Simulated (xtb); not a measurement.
disilinane (C4H12Si2), SMILES C1CC[SiH2][SiH2]C1. All values are semi-empirical tight-binding results from xtb (GFN2-xTB unless named), good for trends rather than for accurate numbers. The structure is a stationary point at GFN2-xTB. Other conformers were not sampled.

Task: Estimate the properties. (An estimate is asked for; the answer gives what the named calculation found.)

Result: 
- point group as xtb finds it: C2
- orbital gap: 4.33 eV
- dipole moment: 0.29 D
- zero-point energy: 90.2 kcal/mol
- G − E(el) at 298.15 K (modified RRHO): 70.4 kcal/mol
- static polarisability (D4 model): 101.8 bohr³
- solvation energy, GFN2-xTB/ALPB(water): -0.3 kcal/mol
- solvation energy, GFN2-xTB/ALPB(chcl3): -4.5 kcal/mol
